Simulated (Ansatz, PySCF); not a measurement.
Energy difference R1 + R2 → P1, each structure at its B3LYP-D3(BJ)/def2-TZVP stationary point, reached from a drawn start (curvature not checked).
P1, CH4O2 (SMILES OCO) (charge 0, multiplicity 1):
```xyz
7

O     -1.045     0.559     0.316
C     -0.089    -0.403    -0.056
O      1.199     0.140    -0.218
H     -1.101     1.217    -0.387
H     -0.326    -0.864    -1.018
H     -0.118    -1.156     0.735
H      1.480     0.507     0.629
```
R1: CH2O (SMILES C=O), charge 0, multiplicity 1.
R2: H2O (SMILES O), charge 0, multiplicity 1.

P less R. No zero-point or thermal terms.

Correlated levels freeze the cores.

Codes used: Ansatz (Gaussian basis) for Hartree–Fock, density functionals and correlated methods; PySCF for the D3/D4 terms. All values are computed, each at the level named.

Total energies in hartree:

| structure | PBE/def2-TZVPPD | B3LYP-D3(BJ)/def2-TZVPPD | CCSD(T)/aug-cc-pVQZ |
|---|---|---|---|
| P1 | -190.828165 | -191.049075 | -190.758589 |
| R1 | -114.420861 | -114.557780 | -114.372248 |
| R2 | -76.383563 | -76.470022 | -76.363535 |

Q: Work out the reaction energy at each level in meV (1 hartree = 27211.38625 meV), and say how far PBE/def2-TZVPPD lies from CCSD(T)/aug-cc-pVQZ.

A: 
- PBE/def2-TZVPPD: (-190.828165) − (-114.420861) − (-76.383563) = -0.023741 hartree = -646.0 meV
- B3LYP-D3(BJ)/def2-TZVPPD: (-191.049075) − (-114.557780) − (-76.470022) = -0.021273 hartree = -578.9 meV
- CCSD(T)/aug-cc-pVQZ: (-190.758589) − (-114.372248) − (-76.363535) = -0.022806 hartree = -620.6 meV
PBE/def2-TZVPPD less CCSD(T)/aug-cc-pVQZ: -25.4 meV. CCSD(T)/aug-cc-pVQZ is the level counted from, the highest shown, and no exact or measured value.

Ansatz is a program for electronic structure.
